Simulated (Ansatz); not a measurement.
CH5GaO2Si, SMILES `[OH][Ga]1[O]C[SiH2]1` at its PBE0-D4/def2-TZVP geometry, where that method's forces vanish. Charge 0, multiplicity 1.

```json
{"atom": "O1", "x (Å)": "-2.105", "y (Å)": "-1.842", "z (Å)": "1.269"}
{"atom": "Ga2", "x (Å)": "-0.830", "y (Å)": "-0.905", "z (Å)": "0.467"}
{"atom": "O3", "x (Å)": "-0.665", "y (Å)": "0.914", "z (Å)": "0.685"}
{"atom": "C4", "x (Å)": "0.464", "y (Å)": "1.257", "z (Å)": "-0.118"}
{"atom": "Si5", "x (Å)": "1.053", "y (Å)": "-0.405", "z (Å)": "-0.887"}
{"atom": "H6", "x (Å)": "-2.684", "y (Å)": "-1.304", "z (Å)": "1.816"}
{"atom": "H7", "x (Å)": "1.247", "y (Å)": "1.718", "z (Å)": "0.497"}
{"atom": "H8", "x (Å)": "0.181", "y (Å)": "1.983", "z (Å)": "-0.889"}
{"atom": "H9", "x (Å)": "0.940", "y (Å)": "-0.527", "z (Å)": "-2.367"}
{"atom": "H10", "x (Å)": "2.399", "y (Å)": "-0.888", "z (Å)": "-0.473"}
```

Question: For each bond, give half the difference of the two atoms' forces along it (eV/Å; positive pushes the atoms apart) under PBE-D4, r2SCAN-D4, B3LYP-D4, ωB97M-V in def2-TZVPP. (Estimate.)

Answer: Ansatz gave: 
| bond | length (Å) | PBE-D4 | r2SCAN-D4 | B3LYP-D4 | ωB97M-V |
| --- | --- | --- | --- | --- | --- |
| O1–Ga2 | 1.774 | 0.25 | 0.05 | 0.13 | 0.08 |
| O1–H6 | 0.961 | 0.39 | 0.05 | -0.03 | -0.07 |
| Ga2–O3 | 1.839 | 0.31 | 0.03 | 0.16 | -0.03 |
| Ga2–Si5 | 2.373 | -0.13 | -0.05 | 0.06 | -0.04 |
| O3–C4 | 1.428 | 0.32 | 0.35 | 0.30 | 0.30 |
| C4–Si5 | 1.924 | -0.01 | -0.02 | 0.13 | 0.00 |
| C4–H7 | 1.097 | 0.08 | -0.05 | -0.14 | -0.12 |
| C4–H8 | 1.097 | 0.08 | -0.05 | -0.14 | -0.12 |
| Si5–H9 | 1.489 | 0.07 | -0.02 | -0.12 | -0.11 |
| Si5–H10 | 1.489 | 0.07 | -0.01 | -0.12 | -0.11 |

B3LYP here is the variant with VWN-RPA as its local correlation; programs differ in this.
